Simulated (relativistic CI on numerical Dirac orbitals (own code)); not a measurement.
# Co⁺: 3s photoemission

Computed with this model: Dirac-Coulomb-Breit CI, orbitals from a KLI potential per configuration, a model potential for QED, multiplet model of photoemission in the sudden approximation, unscaled Slater integrals; configurations [Ar] 3d8 → [Ne] 3s 3p6 3d8; 300 K; Lorentzian 1.05 eV and Gaussian 0.6 eV FWHM. Energies are those of the free ion, without screening or charge transfer. The energies are binding energies and can lie tens of eV above those of solids. Without intra-shell correlation the exchange splitting of an s hole comes out too large, often by half or more. S is read from ⟨S²⟩ = S(S + 1).

Computed curve for free ion, scaled to 100 at the maximum (points under 2 are left out and the grid is thinned):

```json
{"Energy (eV)": "115.2", "Intensity": "2.1"}
{"Energy (eV)": "115.4", "Intensity": "2.3"}
{"Energy (eV)": "115.6", "Intensity": "2.5"}
{"Energy (eV)": "116.0", "Intensity": "3.2"}
{"Energy (eV)": "116.2", "Intensity": "3.6"}
{"Energy (eV)": "116.4", "Intensity": "4.1"}
{"Energy (eV)": "116.6", "Intensity": "4.7"}
{"Energy (eV)": "117.0", "Intensity": "6.4"}
{"Energy (eV)": "117.2", "Intensity": "7.6"}
{"Energy (eV)": "117.4", "Intensity": "9.3"}
{"Energy (eV)": "117.6", "Intensity": "11.5"}
{"Energy (eV)": "117.8", "Intensity": "14.6"}
{"Energy (eV)": "118.2", "Intensity": "25.7"}
{"Energy (eV)": "118.4", "Intensity": "35.6"}
{"Energy (eV)": "118.6", "Intensity": "50.1"}
{"Energy (eV)": "118.8", "Intensity": "68.8"}
{"Energy (eV)": "119.2", "Intensity": "100.0"}
{"Energy (eV)": "119.4", "Intensity": "98.3"}
{"Energy (eV)": "119.6", "Intensity": "84.0"}
{"Energy (eV)": "119.8", "Intensity": "64.3"}
{"Energy (eV)": "120.0", "Intensity": "46.4"}
{"Energy (eV)": "120.4", "Intensity": "24.1"}
{"Energy (eV)": "120.6", "Intensity": "18.1"}
{"Energy (eV)": "120.8", "Intensity": "14.0"}
{"Energy (eV)": "121.0", "Intensity": "11.2"}
{"Energy (eV)": "121.4", "Intensity": "7.7"}
{"Energy (eV)": "121.6", "Intensity": "6.6"}
{"Energy (eV)": "121.8", "Intensity": "5.8"}
{"Energy (eV)": "122.0", "Intensity": "5.1"}
{"Energy (eV)": "122.2", "Intensity": "4.6"}
{"Energy (eV)": "122.6", "Intensity": "4.0"}
{"Energy (eV)": "122.8", "Intensity": "3.7"}
{"Energy (eV)": "123.0", "Intensity": "3.6"}
{"Energy (eV)": "123.2", "Intensity": "3.5"}
{"Energy (eV)": "123.4", "Intensity": "3.5"}
{"Energy (eV)": "123.8", "Intensity": "3.7"}
{"Energy (eV)": "124.0", "Intensity": "3.9"}
{"Energy (eV)": "124.2", "Intensity": "4.2"}
{"Energy (eV)": "124.4", "Intensity": "4.6"}
{"Energy (eV)": "124.8", "Intensity": "6.0"}
{"Energy (eV)": "125.0", "Intensity": "7.1"}
{"Energy (eV)": "125.2", "Intensity": "8.7"}
{"Energy (eV)": "125.4", "Intensity": "11.1"}
{"Energy (eV)": "125.6", "Intensity": "14.8"}
{"Energy (eV)": "126.0", "Intensity": "28.1"}
{"Energy (eV)": "126.2", "Intensity": "37.8"}
{"Energy (eV)": "126.4", "Intensity": "46.5"}
{"Energy (eV)": "126.6", "Intensity": "50.3"}
{"Energy (eV)": "127.0", "Intensity": "38.6"}
{"Energy (eV)": "127.2", "Intensity": "28.8"}
{"Energy (eV)": "127.4", "Intensity": "20.7"}
{"Energy (eV)": "127.6", "Intensity": "14.8"}
{"Energy (eV)": "127.8", "Intensity": "10.9"}
{"Energy (eV)": "128.2", "Intensity": "6.6"}
{"Energy (eV)": "128.4", "Intensity": "5.3"}
{"Energy (eV)": "128.6", "Intensity": "4.4"}
{"Energy (eV)": "128.8", "Intensity": "3.7"}
{"Energy (eV)": "129.2", "Intensity": "2.7"}
{"Energy (eV)": "129.4", "Intensity": "2.4"}
{"Energy (eV)": "129.6", "Intensity": "2.1"}
```

The ground state has S = 1.00, and the centroid lies at 121.70 eV.
